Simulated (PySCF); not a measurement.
## Ionisation energy of Ge by level of theory

Ge [Ar] 3d10 4s2 4p2 (3P) → Ge⁺ [Ar] 3d10 4s2 4p1 (2P), as a difference of total energies. All numbers are calculated (PySCF 2.14, the spin-free X2C one-electron Hamiltonian (Gaussian nucleus), in x2c-TZVPPall). Correlated levels: valence and next inner shell: [Ne] frozen. The calculations carry no spin-orbit coupling.

```json
{"method": "UHF", "ionisation energy (eV)": "7.414"}
{"method": "MP2 (valence and next inner shell)", "ionisation energy (eV)": "7.848"}
{"method": "SCS-MP2 (valence and next inner shell)", "ionisation energy (eV)": "7.743"}
{"method": "CCSD (valence and next inner shell)", "ionisation energy (eV)": "7.837"}
{"method": "CCSD(T) (valence and next inner shell)", "ionisation energy (eV)": "7.867"}
```

Q: How much does correlation contribute at CCSD(T) (valence and next inner shell)?

A: 7.867 − (7.414) = 0.453 eV, measured against UHF.

Errors of the correlated levels include the incompleteness of this basis and the frozen core.

For comparison: 7.925 eV (measured; NIST levels, between the centres of gravity of the two terms).
